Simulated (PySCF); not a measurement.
HfH2: one-bond stretch

Level of theory: PySCF, UPBE0, basis Hf def2-TZVP with ECP60, H def2-TZVP (scalar-relativistic core potentials, no spin–orbit coupling, density fitting).

Rigid scan from the triplet minimum (Hf–H 1.863 Å (×2); H–Hf–H 120.8°). Coordinate: the bond from Hf to the last atom (H) scaled, the rest fixed. Energies in kJ/mol from the minimum.

(1) Predict the curve at 0.92, 0.96, 1.00, 1.05, 1.12, 1.20, 1.35, 1.55, 1.80, 2.20.

## Answers

(1) 
```tsv
scale of one bond	E (kJ/mol)	dipole size (D)	⟨S²⟩
0.92	12.9	1.91	2.00
0.96	2.9	1.96	2.00
1.00	0.0	2.04	2.00
1.05	3.8	2.16	2.00
1.12	18.9	2.37	2.00
1.20	44.9	2.67	2.00
1.35	103.9	3.29	2.00
1.55	182.3	–	2.02
1.80	248.5	–	2.23
2.20	284.2	–	2.33
```

Spin contamination is strong at 1.80, 2.20, so these points are less reliable.

With open d or f shells other occupations or spin states may lie lower. At this level a broken-symmetry Ms = 0 minimum of C2v symmetry lies 11 kJ/mol below the start of the scan. No spin–orbit coupling is included, which matters more the heavier the element.
